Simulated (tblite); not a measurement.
CH2N (SMILES C#[NH+]), charge +1, singlet, at a GFN2-xTB geometry; GFN1-xTB (tblite 0.6.0).

Input for tblite:
```
$ tblite run mol.xyz --method gfn1 --charge 1 --spin 0 --spin-polarized --json tblite.json --no-restart

# file mol.xyz
4

C     -0.00000000    -0.00000000    -0.60033820
N      0.00000000     0.00000000     0.53266727
H     -0.00000000    -0.00000000    -1.67488159
H      0.00000000     0.00000000     1.54823991
```

Predict the main parts of the log of this tblite run.


```
xTB calculator
 | screened Coulomb repulsion
 | Coulomb electrostatics
 |  * isotropic Klopman-Ohno-Mataga-Nishimoto electrostatics
 |  * onsite third-order electrostatics
 | DFT-D3(BJ) dispersion correction
 | Interactions (1)
 | [1] spin polarization

halogen bonding energy    0.0000000000000E+00 Eh
repulsion energy          1.4381144463162E-01 Eh
dispersion energy        -4.7644401196283E-04 Eh
interaction energy        0.0000000000000E+00 Eh
number of electrons       1.0000000000000E+01 e
integral cutoff           1.9731147476801E+01 bohr

------------------------------------------------------------
  cycle        total energy    energy error   density error
------------------------------------------------------------
      1     -5.758968608623  -5.9023036E+00   3.6744385E-01
      2     -5.788574792381  -2.9606184E-02   2.3729545E-01
      3     -5.801859639241  -1.3284847E-02   1.3587183E-01
      4     -5.806633319769  -4.7736805E-03   1.3083784E-02
      5     -5.806750022988  -1.1670322E-04   3.3930538E-03
      6     -5.806766321830  -1.6298843E-05   4.5341923E-04
      7     -5.806766575711  -2.5388105E-07   1.6706022E-05
------------------------------------------------------------

electronic energy        -5.9501015763310E+00 Eh
total energy             -5.8067665757114E+00 Eh

Post processing:
 | Mayer-Wiberg bond orders

[Info] JSON dump of results written to 'tblite.json'
```
